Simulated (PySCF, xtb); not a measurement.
H₃O, charge +1. Atoms are numbered in the order given.

```xyz
4

O      0.0000     0.0000     0.0757
H      0.8132     0.4695    -0.2018
H      0.0000    -0.9390    -0.2018
H     -0.8132     0.4695    -0.2018
```
Charge +1, spin multiplicity 1.

Geometry: PBE0-D3(BJ)/def2-TZVPD.

Method: IEF-PCM-ωB97X/def2-TZVPD run with PySCF.

The values are the electrostatic part of the solvation free energy, E(continuum) − E(gas) at the gas-phase geometry, in a cavity of scaled van der Waals radii (PySCF's table); cavitation and dispersion terms are not included. In vacuum the orbital gap is 18.47 eV.

```csv
solvent,ε,ΔG(elec) (kcal/mol),gap (eV)
water,78.36,-88.1,17.82
methanol,32.61,-86.5,17.83
1-octanol,9.86,-80.1,17.88
```

For comparison, GFN2-xTB/ALPB(water) (xtb, at the GFN2-xTB geometry, all terms of that model) gives -101.6 kcal/mol.
